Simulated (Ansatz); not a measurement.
Species: [Ga(F)3(NH3)] (charge 0, multiplicity 1), formula H₃F₃GaN.

Task: How many basis functions does frozen-core CCSD(T)/cc-pVTZ // PBE-D3(BJ)/def2-SVP (Ansatz, a program for electronic structure) use, how many core orbitals are frozen, and how many electrons are correlated?

Result: 205 basis functions and 13 frozen orbitals, which leaves 42 correlated electrons (filled d shells below the valence shell are correlated). Core time is of the order of minutes.
